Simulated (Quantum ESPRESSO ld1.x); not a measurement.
The mean radii <r> (bohr) of the occupied orbitals of an atom or ion are listed with their occupations. Calculated with ld1.x of Quantum ESPRESSO 7.5: Dirac Kohn-Sham, PBE, spin-unpolarised, spherical densities, point nucleus.

| orbital | occ. | <r> |
|---|---|---|
| 1s1/2 | 2 | 0.02905 |
| 2s1/2 | 2 | 0.1251 |
| 2p1/2 | 2 | 0.1058 |
| 2p3/2 | 4 | 0.1112 |
| 3s1/2 | 2 | 0.3391 |
| 3p1/2 | 2 | 0.3299 |
| 3p3/2 | 4 | 0.3411 |
| 3d3/2 | 4 | 0.3125 |
| 3d5/2 | 6 | 0.3161 |
| 4s1/2 | 2 | 0.8186 |
| 4p1/2 | 2 | 0.8654 |
| 4p3/2 | 4 | 0.8950 |
| 4d3/2 | 4 | 1.084 |
| 4d5/2 | 6 | 1.099 |
| 5s1/2 | 1 | 2.283 |
| 5p1/2 | 0.666667 | 2.779 |
| 5p3/2 | 1.33333 | 2.882 |

Name the element and its charge. Open shells, if any, are shared by 2j + 1.

Answer. Z = 50, tin, charge +1: Sn+ in [Kr] 4d10 5s1 5p2. The 1s radius gives Z: for a bare nucleus <r> = (2 gamma + 1)/(2Z) with gamma = sqrt(1 - (Z/c)^2), 0.02862 bohr for Z = 50, and screening makes it slightly larger (0.02905 here). The occupations add up to 49, and the charge is Z minus that.
